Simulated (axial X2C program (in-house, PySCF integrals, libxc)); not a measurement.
Spin–orbit effects along a row: molecules with C, HF

Computed with an in-house all-electron X2C program for linear molecules (integrals from PySCF), spin-free (one-electron X2C) or two-component (2c: spin–orbit coupling with atomic mean-field Coulomb and Gaunt terms, which also bring small scalar terms), in Dyall basis sets with cores contracted in-house; open shells are unrestricted.

Basis sets: Ag dyall-cv3z, C dyall-v3z, I dyall-cv3z, In dyall-cv3z, Rb dyall-cv3z, Sb dyall-cv3z, Sn dyall-cv3z, Sr dyall-cv3z, Te dyall-cv3z.

```tsv
molecule	spin-free state	Re (Å)	ωe (cm⁻¹)	De (eV)	2c state	Re 2c (Å)	ωe 2c (cm⁻¹)	De 2c (eV)
RbC	M_S = 3/2, Λ = 0	2.708	319.6	1.46	Ω = 3/2	2.708	319.7	1.46
SrC	M_S = 2, Λ = 0	2.466	432.7	n/a	Ω = 2	2.466	432.7	n/a
AgC	M_S = 3/2, Λ = 0	2.155	451.3	0.88	Ω = 3/2	2.156	451.1	0.88
InC	M_S = 3/2, Λ = 0	2.231	480.8	1.99	Ω = 3/2	2.231	480.6	1.81
SnC	M_S = 1, Λ = 1	2.099	575.6	1.67	Ω = 2	2.102	572.4	n/a
SbC	M_S = 1/2, Λ = 0	1.992	674.7	1.48	Ω = 1/2	1.993	673.5	1.44
TeC	M_S = 0, Λ = 0	1.867	960.0	1.42	Ω = 0	1.871	946.2	n/a
CI	M_S = 1/2, Λ = 1	2.058	613.4	0.93	Ω = 1/2	2.057	613.9	0.68
```

(1) Work out the shifts from the spin-free to the two-component result.

Each entry is the lowest single determinant of a limited PBE0 search at one distance. De goes to single-determinant-based atoms at the same level (for ions the charge split of lowest energy) and is withheld (n/a) where an atom does not fit its ground term or J level. Main or longest-lived isotopes. One determinant is a doubtful description, or other states lie close, for RbC, SrC, AgC, InC, SnC, SbC; these need not be ground states, and all values refer to the states named. Some open-shell Ω = 0 determinants are out of reach, so the Ω given for SrC, SnC need not be the lowest component. With several unpaired electrons the Ω given is that of one determinant, not necessarily of the lowest component. Some light 2c atoms are not at their ground J level, so De misses part of their lowering (0.04 eV or less).

## Answers

(1) 

```
molecule  2c state  ΔRe (Å)  Δωe (cm⁻¹)  ΔDe (eV)
     RbC   Ω = 3/2    0.000         0.1      0.00
     SrC     Ω = 2    0.000         0.0       n/a
     AgC   Ω = 3/2    0.001        -0.2      0.00
     InC   Ω = 3/2    0.000        -0.2     -0.18
     SnC     Ω = 2    0.003        -3.2       n/a
     SbC   Ω = 1/2    0.001        -1.2     -0.04
     TeC     Ω = 0    0.004       -13.8       n/a
      CI   Ω = 1/2   -0.001         0.5     -0.25
```

Shifts of one unit in the last digit are rounding.
